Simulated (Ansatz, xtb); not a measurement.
# Relative energy of two isomers of CH6FSi2−

Structure a: `C[SiH-][SiH2]F`, a singlet. Structure b: `F[SiH2]C[SiH2-]`, a singlet. Both are isolated ions in the gas phase, relaxed with PBE-D3(BJ)/def2-SVPD; the shapes shown needn't be the lowest conformers.

a (Å):

```xyz
10

C    -0.4258   -3.0154    2.6820
F    -2.8978   -2.8008   -0.7091
Si   -0.3079   -1.6150    1.2782
Si   -1.1977   -2.8823   -0.4898
H    -1.4607   -3.0604    3.0826
H    -0.1492   -4.0392    2.3513
H     0.2325   -2.7463    3.5359
H     1.0592   -2.0586    0.6592
H    -0.6895   -2.4565   -1.8662
H    -1.0122   -4.4062   -0.4991
```

b (Å):

```yaml
atoms:
  - { symbol: C, position_ang: [0.5446, 2.7291, 0.2170] }
  - { symbol: F, position_ang: [0.1494, -0.2219, -0.1661] }
  - { symbol: Si, position_ang: [-0.5974, 1.2821, 0.2101] }
  - { symbol: Si, position_ang: [-0.6759, 4.2242, 0.8027] }
  - { symbol: H, position_ang: [-1.6413, 1.3620, -0.8718] }
  - { symbol: H, position_ang: [-1.2138, 0.9889, 1.5488] }
  - { symbol: H, position_ang: [1.3699, 2.6178, 0.9480] }
  - { symbol: H, position_ang: [0.9824, 2.9297, -0.7806] }
  - { symbol: H, position_ang: [-2.0004, 3.4404, 0.4893] }
  - { symbol: H, position_ang: [-0.7069, 3.7907, 2.2992] }
```

Energies in hartree; the thermal terms are from PBE-D3(BJ)/def2-SVPD harmonic frequencies (ideal gas, rigid rotor, one conformer each, 298.15 K, 1 atm) and include the zero-point energy:

|  | a | b |
| --- | --- | --- |
| E, CCSD(T)/def2-SVPD | −719.075257 | −719.075863 |
| E, MP2/def2-SVPD | −719.001258 | −719.003317 |
| E, MP2/def2-TZVPPD | −719.492168 | −719.495518 |
| zero-point energy | 0.060098 | 0.058693 |
| H(298 K) − E | 0.068372 | 0.066328 |
| G(298 K) − E | 0.028573 | 0.028441 |

Question: Correct the CCSD(T) difference for the basis set by the MP2 change, then work out ΔE, ΔE₀, ΔH and ΔG for a → b in kcal/mol (1 Eh = 627.51 kcal/mol) and the equilibrium ratio [b]/[a].

Answer: 1. Differences b − a: CCSD(T) −0.000606, MP2 in the small set −0.002059, MP2 in the large set −0.003350 Eh.
2. ΔE = −0.000606 + (−0.003350 − (−0.002059)) = −0.001897 Eh = −1.19 kcal/mol.
3. ΔE₀ = ΔE + ΔZPE = −0.001897 + (−0.001405) Eh = −2.07 kcal/mol.
4. ΔH = ΔE + (−0.002044) Eh = −2.47 kcal/mol.
5. ΔG = ΔE + (−0.000132) Eh = −1.27 kcal/mol, so ΔS = (ΔH − ΔG)/T = −16.8 J/(mol K).
6. kT = 0.9442 mEh, so K = [b]/[a] = exp(−ΔG/kT) = exp(+2.15) ≈ 8.6.

The sums favour b, but ΔE leans on the basis-set step (CCSD(T) alone has the other sign or is under 1 kcal/mol), so the order isn't settled. An error of 1 kcal/mol in ΔG would change K by a factor of 5.4. GFN2-xTB, HF/STO-3G, PBE-D3(BJ)/def2-SVPD gave ΔE the other sign. Mirror images and further conformers aren't counted.

As drawn, b has 1 C–Si, 1 Si–H in place of 1 Si–Si, 1 C–H.

Other levels gave ΔE = +14.7 (GFN2-xTB); +8.6 (HF/STO-3G, GFN2-xTB geometries); −2.1 (r2SCAN-D4/def2-SVPD, GFN2-xTB geometries); +1.7 (PBE-D3(BJ)/def2-SVPD); 0.0 (HF/def2-SVPD); −1.3 (MP2/def2-SVPD); −0.4 (CCSD(T)/def2-SVPD) kcal/mol. The correlated steps freeze 12 core orbitals. Programs: Ansatz 0.2.0, xtb 6.7.1.
